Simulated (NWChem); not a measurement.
Molecule: PbClF, singlet; SMILES [F][Pb][Cl]

Program: NWChem. Low-valent species are run as closed-shell singlets; no triplet was tried in these runs. The geometry was optimised at PBE0/def2-SVP. def2 effective core potentials on Pb; no spin-orbit coupling. LC-ωPBE (HJS hole) with def2-SVP; x = 1 − exp(−ω/0.25 bohr⁻¹) is a scale chosen for this fit.

```csv
row,x,−ε(HOMO) (eV)
ω = 0.10,0.330,8.28
ω = 0.20,0.551,9.39
ω = 0.25,0.632,9.81
ω = 0.40,0.798,10.70
ω = 0.50,0.865,withheld
```

Question: Fit a straight line of the last column on the one before it, predict the withheld value, and compare with the run.

Answer: 
1. Means of the 4 shown rows: x = 0.5777, y = 9.545. Slope Σ(x − x̄)(y − ȳ)/Σ(x − x̄)² = 0.5863/0.1135 = 5.164; intercept 6.561.
2. The shown rows scatter about the line by 0.016 (root mean square); the largest residual is +0.02, at ω = 0.40.
3. At x = 0.865 (ω = 0.50; beyond the shown range) the line gives 11.03.
4. The run gives 11.08, +0.05 from the line.
